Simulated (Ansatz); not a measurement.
```json
{"atom": "B", "x (Å)": "0.0000", "y (Å)": "0.0000", "z (Å)": "0.7315"}
{"atom": "N", "x (Å)": "0.0000", "y (Å)": "0.0000", "z (Å)": "-0.7315"}
```

Basis set: STO-3G (spherical functions). Left uncorrelated: 2 orbitals. Correlation on ROHF uses semicanonical orbitals with singles. Charge 0, multiplicity 3.

Computed with Ansatz (development build ahead of 0.2.0); the reference of a correlated method needn't be the lowest determinant of its kind.

Task: Give the atomization energy at this shape (free ground-state atoms in the same class of orbitals less the molecule, no zero-point energy) of triplet BN by ROHF-CCSD(T), UHF-CCSD(T).

Result:

```csv
method,atomization energy
ROHF-CCSD(T),3.69 eV
UHF-CCSD(T),3.66 eV
```

Caution: the reference determinant was not shown to be the lowest; the shape is not the minimum. Caution for UHF-CCSD(T): the unrestricted determinant is spin contaminated.

This basis has no polarisation functions and is too small for such energies, which can lie far from measured ones in either direction.
